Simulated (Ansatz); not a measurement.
Geometry optimisation, UKS B3LYP-D4/6-31G* in Ansatz.

The input (input.yaml):

```yaml
crystal:
  periodic: [false, false, false]
  atoms:
    - { symbol: Si, position_ang: [-0.862756, 0.384214, 0.699016] }
    - { symbol: Si, position_ang: [0.202725, -1.605502, 0.615078] }
    - { symbol: H, position_ang: [-1.990246, 0.38677, -0.287388] }
    - { symbol: H, position_ang: [-1.501309, 0.435389, 2.049692] }
    - { symbol: "N", position_ang: [0.253699, 1.710061, 0.633449] }
    - { symbol: H, position_ang: [1.00492, -0.296713, -1.637507] }
    - { symbol: O, position_ang: [0.663754, 0.551302, -1.964327] }
    - { symbol: H, position_ang: [1.0713, -1.829475, 1.804343] }
    - { symbol: H, position_ang: [-0.788954, -2.720527, 0.563937] }
    - { symbol: H, position_ang: [1.090925, -1.821393, -0.573187] }
    - { symbol: H, position_ang: [0.639846, 1.926427, -0.279585] }
    - { symbol: H, position_ang: [0.028168, 2.548339, 1.155937] }
    - { symbol: H, position_ang: [0.187928, 0.331107, -2.779357] }
magnetization:
  spin_polarized: true
basis:
  gaussian: { orbitals: "6-31G*" }
hamiltonian:
  xc: b3lyp
  dispersion: d4
relax:
  f_tol: 0.03
  max_steps: 50
```

Command:

```bash
$ ansatz run input.yaml --threads 2 --pin off --max-ram 3072MiB --backend cpu --events-out ev --progress --plain --runs-dir out
```

Q: Where does it end, and by what steps?

A: It converged. After 12 steps the energy has fallen by 0.112 eV; O7 moved furthest, 0.40 Å.

| step | energy less start (eV) | largest force component (eV/Å) | accepted |
| --- | --- | --- | --- |
| 0 | 0.0000 | 1.142 | yes |
| 1 | -0.0791 | 0.456 | yes |
| 2 | -0.0768 | 1.053 | no |
| 3 | -0.0899 | 0.307 | yes |
| 4 | -0.1007 | 0.135 | yes |
| 5 | -0.1046 | 0.102 | yes |
| 6 | -0.1021 | 0.709 | no |
| 7 | -0.1074 | 0.160 | yes |
| 8 | -0.1045 | 0.667 | no |
| 9 | -0.1107 | 0.037 | yes |
| 10 | -0.1114 | 0.143 | yes |
| 11 | -0.1119 | 0.097 | yes |
| 12 | -0.1123 | 0.029 | yes |

```xyz
13
Properties=species:S:1:pos:R:3
Si -0.949 0.371 0.804
Si 0.159 -1.696 0.702
H -2.084 0.318 -0.181
H -1.572 0.525 2.149
N 0.208 1.644 0.596
H 1.223 -0.186 -1.876
O 0.981 0.715 -2.147
H 1.144 -1.869 1.804
H -0.800 -2.838 0.747
H 0.916 -1.831 -0.585
H 0.673 1.665 -0.310
H -0.038 2.576 0.910
H 0.138 0.607 -2.612
```

Whether the end is a true minimum wasn't checked by a vibrational analysis.

The run took 87 s on 2 threads of Arm Neoverse N1, with other jobs on the host, peak memory 0.26 GiB.
